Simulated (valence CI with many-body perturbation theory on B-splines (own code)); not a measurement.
**Hyperfine factors and g values of V¹⁶⁺**

Calculated by configuration interaction combined with many-body perturbation theory (CI+MBPT): five valence electrons over a frozen Dirac-Fock core [He], a basis of 11 s, 11 p, 10 d, 8 f, 5 g, 2 h functions for each j, with the one-electron correlation potential Σ1 (screened to all orders), the two-electron term Σ2, the three-electron term Σ3, Breit, model QED; selected single and double excitations, second order for the rest, scaled by the run's own slope (own B-spline code, finite nucleus).

No measured levels were compared; by estimate levels of excited configurations hold to 0.05 to 0.15 % of their energy, terms of the ground configuration to about 0.5 %. Among the levels kept, up to 5400 cm⁻¹ of a level comes from second order outside the variational space, and about a tenth of that is noise between levels of different J, which matters for small intervals.

A/g_I is the dipole constant over the nuclear g factor μ/I (μ in nuclear magnetons, uniformly magnetised nucleus), B/Q the quadrupole constant per barn. Both hold the static response of the core; the bare values leave it out. Large factors of s and p1/2 electrons are usually good to 5 to 10 %; those of open d and f shells near neutrality can be off by tens of per cent, and small factors of p3/2, d and f electrons come from cancelling terms and can be off by a factor of two or in sign, in half-filled shells by more. B is blank for J = 1/2, where it vanishes, and for nearly pure S terms. Energies count from the lowest level.

Names give the largest LS component (configuration and term), which can be under half, so a name can repeat, a term be missing and a line seem to break the LS rules; names also repeat where a configuration has a term twice. Letters in brackets count levels of one name in rising energy.

| Level | E (eV) | g | A/g_I (MHz) | A/g_I bare | B/Q (MHz/b) | B/Q bare |
| --- | --- | --- | --- | --- | --- | --- |
| 2s2 2p3 4S°_3/2 | 0.00 | 1.962 | 1450 | 4670 |  |  |
| 2s2 2p3 2D°_3/2 | 15.03 | 0.914 | 18200 | 18100 | 32400 | 32500 |
| 2s2 2p3 2D°_5/2 | 17.43 | 1.197 | 33500 | 34100 | -318 | -320 |
| 2s2 2p3 2P°_1/2 | 26.27 | 0.662 | 95400 | 93700 |  |  |
| 2s2 2p3 2P°_3/2 | 29.87 | 1.251 | 19100 | 20000 | -34000 | -34200 |
| 2s 2p4 4P_5/2 | 77.83 | 1.592 | 75800 | 75800 | 32000 | 32200 |
| 2s 2p4 4P_3/2 | 82.61 | 1.727 | 66200 | 66600 | -26300 | -26400 |
| 2s 2p4 4P_1/2 | 84.53 | 2.652 | 152000 | 152000 |  |  |
| 2s 2p4 2D_3/2 | 107.55 | 0.814 | -22200 | -20400 | -44700 | -45000 |
| 2s 2p4 2D_5/2 | 108.29 | 1.203 | 90700 | 88800 | -65100 | -65500 |
| 2s 2p4 2S_1/2 | 124.07 | 1.778 | 240000 | 233000 |  |  |
| 2s 2p4 2P_3/2 | 128.89 | 1.319 | -2490 | 304 | 31300 | 31400 |
| 2s 2p4 2P_1/2 | 135.66 | 0.900 | 120000 | 115000 |  |  |
| 2p5 2P°_3/2 | 203.00 | 1.331 | 15700 | 17700 | -32000 | -32100 |
| 2p5 2P°_1/2 | 210.64 | 0.662 | 95700 | 93200 |  |  |
| 2s2 2p2 3s 4P_1/2 | 660.48 | 2.467 | 61700 | 62000 |  |  |
| 2s2 2p2 3s 4P_3/2 | 664.60 | 1.714 | 21600 | 22500 | 25000 | 25200 |
| 2s2 2p2 3s 2P_1/2 | 668.06 | 0.874 | -9420 | -8410 |  |  |
| 2s2 2p2 3s 4P_5/2 | 668.12 | 1.557 | 38600 | 39400 | -24300 | -24400 |
| 2s2 2p2 3s 2P_3/2 | 671.91 | 1.236 | 25900 | 27600 | -17300 | -17400 |
| 2s2 2p2 3s 2D_5/2 | 680.80 | 1.240 | 39600 | 39400 | 57900 | 58200 |
| 2s2 2p2 3s 2D_3/2 | 681.41 | 0.910 | 15600 | 16500 | 32900 | 33000 |
| 2s2 2p2 3p 4D°_1/2 | 681.63 | 0.880 | 24100 | 24400 |  |  |
| 2s2 2p2 3p 4D°_3/2 | 684.84 | 1.293 | 6300 | 6900 | 11800 | 11900 |
| 2s2 2p2 3p 2S°_1/2 | 685.19 | 1.219 | -6320 | -4600 |  |  |
| 2s2 2p2 3p 4D°_5/2 | 688.49 | 1.387 | 6230 | 7250 | 19200 | 19300 |
| 2s2 2p2 3p 4P°_3/2 | 688.54 | 1.389 | 20300 | 21400 | -14200 | -14200 |
| 2s2 2p2 3p 4P°_1/2 | 689.68 | 2.413 | -20900 | -17400 |  |  |
| 2s2 2p2 3p 4P°_5/2 | 690.84 | 1.416 | 22500 | 23600 | -6680 | -6700 |
| 2s2 2p2 3p 2D°_3/2 [a] | 691.85 | 1.073 | 26400 | 26300 | -16200 | -16300 |
| 2s2 2p2 3p 4D°_7/2 | 691.87 | 1.402 | 18300 | 19300 | -16800 | -16900 |
| 2s2 2p2 3s 2S_1/2 | 694.57 | 1.992 | 80600 | 78600 |  |  |
| 2s2 2p2 3p 4S°_3/2 | 695.15 | 1.876 | 21300 | 23300 | 2000 | 2010 |
| 2s2 2p2 3p 2D°_5/2 [a] | 696.97 | 1.279 | 21400 | 22100 | -3050 | -3070 |
| 2s2 2p2 3p 2P°_3/2 [a] | 697.34 | 1.358 | 15500 | 16900 | 9830 | 9880 |
| 2s2 2p2 3p 2P°_1/2 [a] | 698.68 | 0.792 | 44300 | 43900 |  |  |
| 2s2 2p2 3p 2F°_5/2 | 704.02 | 0.952 | 25000 | 25000 | 44000 | 44200 |
| 2s2 2p2 3p 2F°_7/2 | 705.35 | 1.167 | 19100 | 19300 | 68100 | 68400 |
| 2s 2p3 3s 6S°_5/2 | 705.70 | 1.991 | 77600 | 78100 |  |  |
| 2s2 2p2 3p 2D°_3/2 [b] | 707.68 | 0.956 | 24600 | 24600 | 32900 | 33100 |

Problem. Take the isotope of mass number 51, with I = 7/2, μ = 5.1464 μN and Q = -0.052 b. What is the hyperfine structure of 2s2 2p3 2P°_3/2?

Solution. From the table A = 28000 MHz, B = 1770 MHz. Shifts from the centre of gravity in MHz: F = 2: -188000, F = 3: -105000, F = 4: 6180, F = 5: 147000.
